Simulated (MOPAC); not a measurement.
Input for MOPAC: PM6 on SF+, 2S+1 = 3, a spin state set in the input, which need not be the lowest, a point of a bond scan (R = 1.510 Å). Charge +1.

```
PM6 1SCF PRECISE CHARGE=1 UHF MS=1 THREADS=1
FS

F      0.00000000 1     0.00000000 1     0.00000000 1
S      0.00000000 1     0.00000000 1     1.50986600 1
```

The log:

```
*******************************************************************************
 **                                                                           **
 **                              MOPAC v23.2.5                                **
 **                                                                           **
 *******************************************************************************
 ** MOPAC's Digital Object Identifier: https://doi.org/10.5281/zenodo.6511958 **
 **                                                                           **
 ** Please cite the open-source release paper for use of this MOPAC version:  **
 ** J. E. Moussa and J. J. P. Stewart (2026)                                  **
 ** MOPAC: An open-source semiempirical molecular orbital program             **
 ** J. Open Source Softw., 11(119), 8025, https://doi.org/10.21105/joss.08025 **
 *******************************************************************************

                              PM6 CALCULATION RESULTS

 *******************************************************************************
 *  PM6        - The PM6 Hamiltonian to be used
 *  UHF        - UNRESTRICTED HARTREE-FOCK CALCULATION
 *
 *
 *
 *                 CHARGE ON SYSTEM = +1
 *
 *
 *
 *  MS=        - IN MECI, MAGNETIC COMPONENT OF SPIN =  1.0
 *  PRECISE    - TIGHTER CRITERIA TO BE USED
 *  1SCF       - DO 1 SCF AND THEN STOP
 *  THREADS=1  - MULTI-THREADING NOT USED
 *  T=         - A TIME OF 172800.0 SECONDS REQUESTED
 *  DUMP=N     - RESTART FILE WRITTEN EVERY 7200.0 SECONDS REQUESTED
 *******************************************************************************
PM6 1SCF PRECISE CHARGE=1 UHF MS=1 THREADS=1
 FS

   ATOM   CHEMICAL          X               Y               Z
  NUMBER   SYMBOL      (ANGSTROMS)     (ANGSTROMS)     (ANGSTROMS)

     1       F          0.00000000  *   0.00000000  *   0.00000000  *
     2       S          0.00000000  *   0.00000000  *   1.50986600  *



          CARTESIAN COORDINATES

    NO.       ATOM           X           Y           Z

     1         F          0.0000      0.0000      0.0000
     2         S          0.0000      0.0000      1.5099

 General Reference for PM6:
 "Optimization of Parameters for Semiempirical Methods V: Modification of NDDO Approximations
 and Application to 70 Elements", J. J. P. Stewart, J. Mol. Mod., 13, 1173-1213 (2007)
 URL: https://link.springer.com/article/10.1007/s00894-007-0233-4

           Empirical Formula: F S  =     2 atoms



      MOLECULAR POINT GROUP   :   C*v


          UHF CALCULATION, NO. OF ALPHA ELECTRONS =    7
                           NO. OF BETA  ELECTRONS =    5

 -------------------------------------------------------------------------------
 PM6 1SCF PRECISE CHARGE=1 UHF MS=1 THREADS=1
 FS



     1SCF WAS SPECIFIED, SO BFGS WAS NOT USED
     SCF FIELD WAS ACHIEVED


                              PM6 CALCULATION
                                                       MOPAC v23.2.5 Linux




          FINAL HEAT OF FORMATION =        205.25645 KCAL/MOL =     858.79300 KJ/MOL


          COSMO AREA              =         67.52 SQUARE ANGSTROMS
          COSMO VOLUME            =         50.52 CUBIC ANGSTROMS

          IONIZATION POTENTIAL    =         17.552377 EV
          ALPHA SOMO LUMO (EV)    =        -17.552 -8.494
          BETA  SOMO LUMO (EV)    =        -19.771 -9.045
          NO. OF ALPHA ELECTRONS  =          7
          NO. OF BETA  ELECTRONS  =          5
          MOLECULAR WEIGHT        =         51.0584         POINT GROUP:  C*v

          MOLECULAR DIMENSIONS (Angstroms)

            Atom       Atom       Distance
            S     2    F     1     1.50987
            S     2    F     1     0.00000
            F     1    S     2     0.00000


          SCF CALCULATIONS        =          1





   ATOM   CHEMICAL          X               Y               Z
  NUMBER   SYMBOL      (ANGSTROMS)     (ANGSTROMS)     (ANGSTROMS)

     1       F          0.00000000  *   0.00000000  *   0.00000000  *
     2       S          0.00000000  *   0.00000000  *   1.50986600  *

                             CARTESIAN COORDINATES

   1    F        0.000000000     0.000000000     0.000000000
   2    S        0.000000000     0.000000000     1.509866000


           Empirical Formula: F S  =     2 atoms



      MOLECULAR POINT GROUP   :   C*v


          ALPHA EIGENVALUES
 -50.21735 -34.02601 -24.13037 -24.13037 -22.51777 -17.55238 -17.55238  -8.49445
  -5.75349  -5.75349  -5.61936  -5.61936  -4.58240


           BETA EIGENVALUES
 -49.85892 -27.50518 -23.99865 -23.99865 -19.77126  -9.04535  -9.04535  -8.11631
  -5.40593  -5.40593  -5.32272  -5.32272  -4.54898


              NET ATOMIC CHARGES AND DIPOLE CONTRIBUTIONS

  ATOM NO.   TYPE          CHARGE      No. of ELECS.   s-Pop       p-Pop       d-Pop
    1          F          -0.063810        7.0638     1.97134     5.09247
    2          S           1.063810        4.9362     1.96635     2.71992     0.24992
 DIPOLE           X         Y         Z       TOTAL
 POINT-CHG.     0.000     0.000     3.161     3.161
 HYBRID         0.000    -0.000     0.070     0.070
 SUM            0.000    -0.000     3.231     3.231


          ATOMIC ORBITAL ELECTRON POPULATIONS

     Atom    s        px        py        pz      x^2-y^2     xz        z^2       yz        xy
    1  F   1.97134   1.91968   1.91968   1.25311
    2  S   1.96635   1.04175   1.04175   0.63641   0.00000   0.03857   0.17278   0.03857   0.00000


                    (SZ)    =    1.000000
                    (S**2)  =    2.007081


          ATOMIC ORBITAL SPIN POPULATIONS

    Atom   Total    s     px     py     pz   x^2-y^2  xz     z^2    yz     xy
         Atomic
    1  F  0.0743  0.002  0.046  0.046 -0.019
    2  S  1.9257  0.018  0.941  0.941  0.023 -0.000  0.013 -0.024  0.013  0.000

 **********************
 *                    *
 * JOB ENDED NORMALLY *
 *                    *
 **********************




 == MOPAC DONE ==
```

The run finished.

Cost: about 0.020 core-seconds (a rough figure).
